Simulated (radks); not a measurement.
Li2+, 1 electrons, occupied as 1s0.5 2s0.5 (fractional occupations, a model configuration). All-electron calculation, scalar-relativistic Kohn-Sham, Wu-Cohen GGA, spin-unpolarised, spherical densities, point nucleus; without spin polarisation the odd electron is poorly described. Program: a radial shooting solver on a logarithmic mesh with Libxc functionals. Some entries of the table are withheld. Estimate them.

orbital  occ.  eigenvalue (hartree)  r(max) (bohr)  <1/r> (bohr^-1)
1s        0.5              -4.07817         0.3279              (1)
2s        0.5                   (2)          1.854           0.6841
2p          0              -0.79189            (3)              (4)

Answer. 
(1) 1s <1/r> (bohr^-1): 3.041
(2) 2s eigenvalue (hartree): -0.84801
(3) 2p r(max) (bohr): 1.530
(4) 2p <1/r> (bohr^-1): 0.6697
